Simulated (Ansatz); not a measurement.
Input file for Ansatz (a quantum-chemistry and plane-wave program): U-BHLYP/def2-TZVPP on GaSi, 2S+1 = 4, a spin state set in the input, which need not be the lowest, a point of a bond scan (R = 2.428 Å).

Ansatz 0.2 input:
```yaml
crystal:
  periodic: [false, false, false]
  atoms:
    - {symbol: Si, position_ang: [0.00000000, 0.00000000, 0.00000000]}
    - {symbol: Ga, position_ang: [0.00000000, 0.00000000, 2.42766700]}
basis:
  gaussian:
    orbitals: def2-TZVPP
    pivot_positions_ang: [[0.00000000, 0.00000000, 0.00000000], [0.00000000, 0.00000000, 2.42766700]]
hamiltonian:
  xc: {name: BHLYP}
magnetization: {spin_polarized: true, initial_magnetization: 3}
output: {forces: true, orbitals: {seedname: ./end}}
```

It printed:

```
WARN ansatz: RAYON_NUM_THREADS=2 ignored (pool sized by the plan → 2); use --threads N
Functional definition: BHLYP
integrals: 0.03 GiB planned
611 factors; integrals over basis functions are off by at most 2.6e-4 eV
mean field: 0.40 GiB planned
mean field evaluation 1: about -60252.0254 eV, gradient 9.2e0 eV
mean field evaluation 2: about -60252.0283 eV, gradient 1.0e1 eV
mean field evaluation 4: about -60252.5417 eV, gradient 4.9e-1 eV
mean field evaluation 8: about -60252.5878 eV, gradient 2.1e-2 eV
mean field evaluation 16: about -60252.5878 eV, gradient 5.0e-5 eV
mean field -60252.58782407 eV, -2214.2417618637 hartree, gradient 5.0e-5 eV, S^2 3.755380; 0 other end points of the search recorded, 0 dependent functions left out
the calculation of the forces begins
reference -60252.58793785 eV, -2214.2417660450 hartree; 24, 21 occupied and 66, 69 virtual orbitals, 611 factors
Total energy: -60252.58793785 eV, -2214.2417660450 hartree
Atom 0 at     0.000000     0.000000     0.000000 Å, force    -0.000000     0.000000    -0.007895 eV/Å
Atom 1 at     0.000000     0.000000     2.427667 Å, force     0.000000     0.000000     0.007895 eV/Å
Dipole moment:     0.000000     0.000000     0.305191 e Å
```

Self-consistency was reached.

Cost: roughly 5 core-seconds.
